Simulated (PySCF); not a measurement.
A calculated (r2SCANh, PySCF 2.14, x2c-QZVPPall with one added diffuse shell each of s, p, d, f type, scalar relativity by spin-free X2C-1e) atom or ion has these occupied shells.

```csv
shell,electrons,orbital energy (eV),"rms radius, mean of both spins (bohr)"
1s α,1,-29076.1,0.0333
1s β,1,-29076.1,0.0333
2s α,1,-4438.2,0.136
2s β,1,-4438.2,0.136
2p α,3,-3986.3,0.121
2p β,3,-3986.3,0.121
3s α,1,-890.21,0.362
3s β,1,-890.14,0.362
3p α,3,-740.87,0.363
3p β,3,-740.81,0.363
3d α,5,-510.33,0.343
3d β,5,-510.29,0.343
4s α,1,-169.17,0.873
4s β,1,-169.03,0.873
4p α,3,-123.59,0.947
4p β,3,-123.46,0.947
4d α,5,-56.911,1.17
4d β,5,-56.584,1.17
5s α,1,-37.031,2.25
```

(1) Name the element and its charge.

Results:

(1) Sn³⁺ (tin, charge +3), in [Kr] 4d10 5s1, 2S determinant.
